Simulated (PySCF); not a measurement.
**Peak assignment**

Atoms are numbered as in `[CH3:1][C:2]1=[CH:3]/[C:4](=[CH:5]/[Cl:6])[CH2:7][CH2:8][CH2:9]1` (H(Xn): hydrogen on atom n).

Theory: GFN2-xTB geometry, shielding tensors at PBE0/pcSseg-1 (GIAO), in PySCF 2.14.0 with density-fitted response routines (non-relativistic, no solvent model, rapidly exchanging positions averaged, one computed conformer).

Scale: $^{13}$C and $^{1}$H vs TMS (reference shieldings calculated alike).

Task: Assign these signals to the numbered atoms. $^{13}$C{$^{1}$H} NMR (computed): δ 147.3, 145.7, 128.7, 125.9, 34.6, 29.0, 27.3, 26.3.

Result: 
| δ (ppm) | atoms | environment | reason |
| --- | --- | --- | --- |
| 147.3 | C2 | fully substituted alkene carbon | the olefinic region |
| 145.7 | C4 | fully substituted alkene carbon | – |
| 128.7 | C3 | alkene CH | as expected for a trigonal carbon in a double bond |
| 125.9 | C5 | alkene CH | – |
| 34.6 | C9 | allylic sp3 CH2 | saturated and bonded to C and H only |
| 29.0 | C7 | allylic sp3 CH2 | – |
| 27.3 | C1 | allylic methyl carbon | saturated and bonded to C and H only |
| 26.3 | C8 | sp3 CH2 in a ring | a saturated carbon with 2 carbon neighbours and no heteroatom attached |

C2 and C4; C7 and C1; C1 and C8 lie closer than the usual error of such a calculation, so a measured spectrum could show them in the other order.

Task: Assign these signals to the numbered atoms. $^{1}$H NMR (400 MHz, computed): δ 6.09 (s, 1H), 5.94 (s, 1H), 2.48 (m, 2H), 2.08 (m, 2H), 1.93 (s, 3H), 1.63 (m, 2H).

Result: 
| δ (ppm) | atoms | environment | reason |
| --- | --- | --- | --- |
| 6.09 | H(C3) | hydrogen on an alkene CH | attached to an sp2 carbon and in the plane of the double bond |
| 5.94 | H(C5) | hydrogen on an alkene CH | – |
| 2.48 | H(C7) | hydrogen on an allylic sp3 CH2 | allylic position |
| 2.08 | H(C9) | hydrogen on an allylic sp3 CH2 | – |
| 1.93 | H(C1) | hydrogen on an allylic methyl carbon | allylic position |
| 1.63 | H(C8) | hydrogen on an sp3 CH2 in a ring | – |

Carbons that carry Cl, above all several Cl atoms, come out too deshielded, partly because spin–orbit coupling is missing. Shifts are as computed. Against solution values, carbons near 30 ppm lie about +3 ppm off and those near 130 ppm about +5 ppm; carbons on Cl a further +6 ppm. Of 1211 compounds with measured shifts, 218 miss one by over three times the rms of a fit or turn the order of signals round; such compounds aren't used in these exercises. No couplings were computed; multiplicities are counted from neighbouring protons, with m where these are inequivalent, close in shift, in a saturated or five-membered ring or joined by F or P, and br s for small geminal =CH2 splittings.
